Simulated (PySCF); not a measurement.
## AlPb: energy against distance

Set-up: basis Al def2-SVP, Pb def2-SVP with ECP60; scalar-relativistic core potentials; PySCF 2.14. Energies in eV from Al + Pb in their ground configurations at the same level. All curves are PBE0. state 1: ⁴Σ⁻ (quartet), unpaired electrons σ ↑, π ↑↑; state 2: Ms = 0.5 determinant of mixed spin (⟨S²⟩ near 1.8), unpaired electrons σ ↓, π ↑↑, a second solution, started from another occupation; state 3: Ms = 0.5 determinant of mixed spin (⟨S²⟩ near 1.8), unpaired electrons σ ↑, π ↑↓, a mixture of terms (⟨Lz²⟩ = 2.0), a second solution, started from another occupation; state 4: doublet, unpaired electrons σ ↑, a mixture of terms (⟨Lz²⟩ = 2.0), a second solution, started from another occupation.

| R (Å) | state 1 | state 2 | state 3 | state 4 |
| --- | --- | --- | --- | --- |
| 2.340 | -1.503 | -1.227 | -1.146 | -0.540 |
| 2.449 | -1.844 | -1.558 | -1.486 | -0.900 |
| 2.558 | -2.027 | -1.731 | -1.668 | -1.099 |
| 2.639 | -2.091 | -1.786 | -1.729 | -1.171 |
| 2.721 | -2.108 | -1.793 | -1.743 | -1.194 |
| 2.803 | -2.089 | -1.766 | -1.721 | -1.181 |
| 2.912 | -2.025 | -1.691 | -1.652 | -1.121 |
| 3.047 | -1.902 | -1.558 | -1.525 | -1.005 |
| 3.211 | -1.722 | -1.370 | -1.340 | -0.845 |
| 3.429 | -1.461 | -1.112 | -1.076 | -0.637 |

Task: Put a parabola through the three lowest points of the state 1 curve and estimate Re, k and ωe (reduced mass 23.88 u; 1 eV/Å² = 0.16022 mdyn/Å; ωe = 1302.8·√(k/μ) cm⁻¹).

Result: Through R = 2.639, 2.721, 2.803 Å the second-order coefficient is 2.68 eV/Å², so Re ≈ 2.719 Å, k ≈ 0.858 mdyn/Å and ωe ≈ 247 cm⁻¹. A polynomial fit of higher order to the unrounded PBE0 energies gives Re = 2.715 Å, k = 0.862 mdyn/Å, ωe = 248 cm⁻¹; anharmonicity and rounding make the difference.

The higher-order fit for each curve: state 1: Re = 2.715 Å, ωe = 248 cm⁻¹, De = 2.11 eV; state 2: Re = 2.695 Å, ωe = 256 cm⁻¹, minimum 1.80 eV below the ground-state fragments; state 3: Re = 2.708 Å, ωe = 252 cm⁻¹, minimum 1.74 eV below the ground-state fragments; state 4: Re = 2.727 Å, ωe = 249 cm⁻¹, minimum 1.19 eV below the ground-state fragments.

⟨S²⟩ of the unrestricted solution departs from its pure value on part of the curve, where spin states mix. Spin–orbit coupling is left out, which matters for elements this heavy, above all for dissociation energies. The state was picked by a PBE0 search and need not be the measured ground state.
